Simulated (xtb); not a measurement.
HF2OS (SMILES [OH+]=S(F)F), charge +1, singlet, from a rough starting geometry; GFN2-xTB (xtb).

Input for xtb:
```
$ xtb mol.xyz --gfn 2 --chrg 1 --opt vtight --json

# file mol.xyz
5

O      0.92223663    -0.40345378     0.30518810
S     -0.49696716     0.06065269     0.63742044
F     -1.33921550    -0.56313855    -0.56592779
F     -0.56258839     1.48108987     0.05169984
H      1.51557691    -0.46025064    -0.43957611
```

Output, abridged:

```
   ID    Z sym.   atoms
    1    8 O      1
    2   16 S      2
    3    9 F      3, 4
    4    1 H      5

           -------------------------------------------------
          |                Calculation Setup                |
           -------------------------------------------------

           -------------------------------------------------
          |                 G F N 2 - x T B                 |
           -------------------------------------------------

          ...................................................
          :                      SETUP                      :
          :.................................................:
          :  # basis functions                  23          :
          :  # atomic orbitals                  22          :
          :  # shells                           10          :
          :  # electrons                        26          :
          :  max. iterations                   250          :
          :  Hamiltonian                  GFN2-xTB          :
          :  restarted?                      false          :
          :  GBSA solvation                  false          :
          :  PC potential                    false          :
          :  electronic temp.          300.0000000     K    :
          :  accuracy                    1.0000000          :
          :  -> integral cutoff          0.2500000E+02      :
          :  -> integral neglect         0.1000000E-07      :
          :  -> SCF convergence          0.1000000E-05 Eh   :
          :  -> wf. convergence          0.1000000E-03 e    :
          :  Broyden damping             0.4000000          :
          :  net charge                          1          :
          :  unpaired electrons                  0          :
          ...................................................

 iter      E             dE          RMSdq      gap      omega  full diag
   1    -16.8717985 -0.168718E+02  0.102E+01    7.85       0.0  T
   2    -16.8832919 -0.114934E-01  0.531E+00    7.42       1.0  T
   3    -16.8877924 -0.450050E-02  0.162E+00    7.38       1.0  T
   4    -16.8890580 -0.126558E-02  0.711E-01    7.50       1.0  T
   5    -16.8894208 -0.362763E-03  0.222E-01    7.60       1.0  T
   6    -16.8894327 -0.119260E-04  0.560E-02    7.61       1.0  T
   7    -16.8894346 -0.186177E-05  0.150E-02    7.61       3.0  T
   8    -16.8894347 -0.124185E-06  0.593E-03    7.61       7.5  T
   9    -16.8894347 -0.316077E-08  0.169E-03    7.61      26.4  T
  10    -16.8894347 -0.165134E-08  0.243E-04    7.61     184.1  T
  11    -16.8894347 -0.331006E-10  0.592E-05    7.61     755.7  T

   *** convergence criteria satisfied after 11 iterations ***

         :::::::::::::::::::::::::::::::::::::::::::::::::::::
         ::                     SUMMARY                     ::
         :::::::::::::::::::::::::::::::::::::::::::::::::::::
         :: total energy             -16.849559284825 Eh    ::
         :: gradient norm              0.049775516051 Eh/a0 ::
         :: HOMO-LUMO gap              7.611435126835 eV    ::
         ::.................................................::
         :: SCC energy               -16.889434589276 Eh    ::
         :: -> isotropic ES            0.127240907063 Eh    ::
         :: -> anisotropic ES          0.007695911224 Eh    ::
         :: -> anisotropic XC         -0.003158341951 Eh    ::
         :: -> dispersion             -0.001853334413 Eh    ::
         :: repulsion energy           0.039875304451 Eh    ::
         :: add. restraining           0.000000000000 Eh    ::
         :: total charge               1.000000000000 e     ::
         :::::::::::::::::::::::::::::::::::::::::::::::::::::

      -----------------------------------------------------------
     |                   =====================                   |
     |                        A N C O P T                        |
     |                   =====================                   |
     |               Approximate Normal Coordinate               |
     |                Rational Function Optimizer                |
      -----------------------------------------------------------
      -----------------------------------------------------------
     |                   =====================                   |
     |                        A N C O P T                        |
     |                   =====================                   |
     |               Approximate Normal Coordinate               |
     |                Rational Function Optimizer                |
      -----------------------------------------------------------

          ...................................................
          :                      SETUP                      :
          :.................................................:
          :   optimization level         verytight          :
          :   max. optcycles                   200          :
          :   ANC micro-cycles                  20          :
          :   degrees of freedom                 9          :
          :.................................................:
          :   RF solver                   davidson          :
          :   write xtbopt.log                true          :
          :   linear?                        false          :
          :   energy convergence         0.1000000E-06 Eh   :
          :   grad. convergence          0.2000000E-03 Eh/α :
          :   maxmium RF displ.          1.0000000          :
          :   Hlow (freq-cutoff)         0.1000000E-01      :
          :   Hmax (freq-cutoff)         5.0000000          :
          :   S6 in model hess.         20.0000000          :
          ...................................................

generating ANC from exact Hessian ...
Using Lindh-Hessian (1995)
 Shifting diagonal of input Hessian by    0.0000000000000000
 Lowest  eigenvalues of input Hessian
[...]
 * total energy  :   -16.8495593 Eh     change       -0.4064304E-11 Eh
 * total energy  :   -16.8506847 Eh     change       -0.1125444E-02 Eh
 * total energy  :   -16.8515287 Eh     change       -0.8439723E-03 Eh
 * total energy  :   -16.8515993 Eh     change       -0.7062360E-04 Eh
 * total energy  :   -16.8516165 Eh     change       -0.1713247E-04 Eh
 * total energy  :   -16.8516208 Eh     change       -0.4383093E-05 Eh
 * total energy  :   -16.8516242 Eh     change       -0.3349545E-05 Eh
 * total energy  :   -16.8516279 Eh     change       -0.3757263E-05 Eh
 * total energy  :   -16.8516293 Eh     change       -0.1387037E-05 Eh
 * total energy  :   -16.8516307 Eh     change       -0.1354502E-05 Eh
 * total energy  :   -16.8516309 Eh     change       -0.2401649E-06 Eh
 * total energy  :   -16.8516310 Eh     change       -0.5056342E-07 Eh
   *** GEOMETRY OPTIMIZATION CONVERGED AFTER 12 ITERATIONS ***
[...]
          :  -> integral neglect         0.1000000E-07      :
          :  -> SCF convergence          0.1000000E-05 Eh   :
          :  -> wf. convergence          0.1000000E-03 e    :
          :  Broyden damping             0.4000000          :
          :  net charge                          1          :
          :  unpaired electrons                  0          :
          ...................................................

 iter      E             dE          RMSdq      gap      omega  full diag
   1    -16.8862394 -0.168862E+02  0.137E-05    7.54       0.0  T
   2    -16.8862394 -0.497380E-13  0.929E-06    7.54    4815.7  T
   3    -16.8862394 -0.355271E-13  0.258E-06    7.54   17329.7  T

   *** convergence criteria satisfied after 3 iterations ***

         :::::::::::::::::::::::::::::::::::::::::::::::::::::
         ::                     SUMMARY                     ::
         :::::::::::::::::::::::::::::::::::::::::::::::::::::
         :: total energy             -16.851630979157 Eh    ::
         :: gradient norm              0.000075842037 Eh/a0 ::
         :: HOMO-LUMO gap              7.540102595824 eV    ::
         ::.................................................::
         :: SCC energy               -16.886239325004 Eh    ::
         :: -> isotropic ES            0.129134237276 Eh    ::
         :: -> anisotropic ES          0.006836158665 Eh    ::
         :: -> anisotropic XC         -0.002560059839 Eh    ::
         :: -> dispersion             -0.001853844324 Eh    ::
         :: repulsion energy           0.034608345847 Eh    ::
         :: add. restraining           0.000000000000 Eh    ::
         :: total charge               1.000000000000 e     ::
         :::::::::::::::::::::::::::::::::::::::::::::::::::::

           -------------------------------------------------
          |                Property Printout                |
           -------------------------------------------------

    * Orbital Energies and Occupations

         #    Occupation            Energy/Eh            Energy/eV
      -------------------------------------------------------------
         1        2.0000           -1.1108195             -30.2269
         2        2.0000           -1.0486819             -28.5361
         3        2.0000           -1.0119850             -27.5375
         4        2.0000           -0.9455180             -25.7289
         5        2.0000           -0.8499232             -23.1276
         6        2.0000           -0.8075842             -21.9755
         7        2.0000           -0.7973856             -21.6980
         8        2.0000           -0.7730118             -21.0347
         9        2.0000           -0.7662706             -20.8513
        10        2.0000           -0.7496487             -20.3990
        11        2.0000           -0.7485338             -20.3686
        12        2.0000           -0.7470092             -20.3272
        13        2.0000           -0.7316784             -19.9100 (HOMO)
        14                         -0.4545847             -12.3699 (LUMO)
        15                         -0.4526535             -12.3173
        16                         -0.2724516              -7.4138
        17                         -0.2155367              -5.8651
        18                         -0.1900018              -5.1702
        19                         -0.1708066              -4.6479
        20                         -0.0126477              -0.3442
        21                          0.4138165              11.2605
        22                          0.6266415              17.0518
      -------------------------------------------------------------
                  HL-Gap            0.2770937 Eh            7.5401 eV
             Fermi-level           -0.5931315 Eh          -16.1399 eV

     #   Z          covCN         q      C6AA      α(0)
     1   8 O        1.663    -0.526    23.455     6.538
     2  16 S        2.435     1.772    87.151    15.712
     3   9 F        0.788    -0.340    12.784     4.223
     4   9 F        0.788    -0.340    12.783     4.223
     5   1 H        0.804     0.433     0.428     1.027

 Mol. C6AA /au·bohr⁶  :        472.274066
 Mol. C8AA /au·bohr⁸  :      13837.120172
 Mol. α(0) /au        :         31.724506

Wiberg/Mayer (AO) data.
largest (>0.10) Wiberg bond orders for each atom

 ---------------------------------------------------------------------------
     #   Z sym  total        # sym  WBO       # sym  WBO       # sym  WBO
 ---------------------------------------------------------------------------
     1   8 O    2.172 --     2 S    1.336     5 H    0.768
     2  16 S    3.410 --     1 O    1.336     4 F    1.018     3 F    1.018
     3   9 F    1.080 --     2 S    1.018
     4   9 F    1.080 --     2 S    1.018
     5   1 H    0.812 --     1 O    0.768
 ---------------------------------------------------------------------------

Topologies differ in total number of bonds
Writing topology from bond orders to xtbtopo.mol

molecular dipole:
                 x           y           z       tot (Debye)
 q only:       -0.105      -0.433       1.811
   full:        0.056      -0.427       1.573       4.144
molecular quadrupole (traceless):
                xx          xy          yy          xz          yz          zz
 q only:        1.571      -0.648      -4.946      -6.730       0.303       3.374
  q+dip:        2.113      -0.788      -5.381      -7.517       0.497       3.267
   full:        2.163      -0.788      -5.194      -7.316       0.545       3.030

optimized geometry written to: xtbopt.xyz

           -------------------------------------------------
          | TOTAL ENERGY              -16.851630979157 Eh   |
          | GRADIENT NORM               0.000075842037 Eh/α |
          | HOMO-LUMO GAP               7.540102595824 eV   |
           -------------------------------------------------

normal termination of xtb
```
